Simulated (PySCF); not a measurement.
CH3F2IOSi, SMILES F[Si](F)(OC)I.

Coordinates come from a B3LYP-D3(BJ)/def2-SVP optimisation. This is a generated structure with no PubChem entry under its InChIKey; it may be hypothetical. The def2 effective core potentials stand for the cores of I; spin–orbit coupling is left out. Other conformers were not sampled.

These are PBE0/def2-TZVP run with PySCF values and carry that method's errors.

The molecule is in vacuum.

Question: Estimate the frontier levels, gap, dipole moment and polarisability. (Estimate from the structure and the level; the computed values follow.)

Answer: 
```
Property                                                                                                       Result
---------------------------------------------------------------------------------------------  ----------------------
highest occupied level                                                                                       -8.23 eV
lowest empty level                                                                                           -0.60 eV
orbital gap                                                                                                   7.63 eV
dipole moment                                                                                                  2.54 D
quadrupole, principal values (traceless, Buckingham form, about the centre of nuclear charge)  -5.37, -3.74, 9.11 D·Å
mean static polarisability                                                                       66.6 bohr³ (9.88 Å³)
polarisability, principal values                                                               55.0, 64.0, 81.0 bohr³
```
